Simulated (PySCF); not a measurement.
C2H5O2, SMILES COC=[OH+], charge +1. Atoms are numbered in the order given.

```xyz
9

C      0.3963    -1.4717     0.0000
O     -0.6988    -0.4915     0.0000
C     -0.5336     0.7571     0.0000
O      0.5733     1.3902     0.0000
H      0.9899    -1.3448     0.9168
H     -0.1035    -2.4454     0.0000
H      0.9899    -1.3448    -0.9168
H     -1.4421     1.3768     0.0000
H      1.3941     0.8565     0.0000
```
Charge +1, spin multiplicity 1.

Coordinates come from a B3LYP-D3(BJ)/def2-SVP optimisation. The isomer is the one that the SMILES or the coordinates give; other isomers of the formula were not compared. One conformer was computed; it need not be the lowest.

Computed with PBE/pcSseg-1 (PySCF).

GIAO shieldings, no solvent; atoms alike by connectivity are averaged. δ = σ(ref) − σ: ¹³C against TMS (σ = 182.0 ppm); ¹⁷O against H2O (σ = 334.3 ppm); ¹H against TMS (σ = 31.49 ppm), references at their B3LYP-D3(BJ)/def2-TZVP geometries, non-relativistic.

Computed chemical shifts:
| nucleus | atoms | count | δ (ppm) |
|---|---|---|---|
| ¹³C | C3 | 1 | 179.5 |
| ¹³C | C1 | 1 | 66.8 |
| ¹⁷O | O2 | 1 | 280.6 |
| ¹⁷O | O4 | 1 | 248.7 |
| ¹H | H9 | 1 | 9.40 |
| ¹H | H8 | 1 | 8.61 |
| ¹H | H5, H6, H7 | 3 | 5.29 |
